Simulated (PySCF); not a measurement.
# Vibration and rotation of HBr

PBE0 constants of HBr, ¹Σ⁺ (singlet), closed shell (PySCF, scalar-relativistic core potentials, basis sets H cc-pVTZ, Br cc-pVTZ-PP with ECP10; masses 1.0078 and 78.9183 u):

```
ωe              : 2651.0 cm⁻¹
ωexe            : 40.7 cm⁻¹
Be              : 8.3914 cm⁻¹
αe              : 0.218 cm⁻¹
D (centrifugal) : 0.000336 cm⁻¹
De to H + Br    : 3.93 eV
```

Q: Give the vibrational terms G(v) and spacings up to v = 6.

A: G(v) = ωe(v+½) − ωexe(v+½)².

```
v  G(v) (cm⁻¹)  G(v) − G(v−1)  Bv (cm⁻¹)
0         1315                     8.282
1         3885           2570      8.064
2         6373           2488      7.846
3         8780           2407      7.628
4        11105           2325      7.410
5        13349           2244      7.192
6        15512           2163      6.974
```

Q: How well does the Morse estimate ωe²/(4ωexe) reproduce De, and what is D0?

A: It gives 5.35 eV, 136 % of the computed De. D0 = De − G(0) = 3.93 − 0.16 = 3.77 eV.

Measured values (Huber and Herzberg, Constants of Diatomic Molecules (1979)): ωe = 2648.975 cm⁻¹, ωexe = 45.2175 cm⁻¹, Be = 8.464884 cm⁻¹, αe = 0.23328 cm⁻¹.
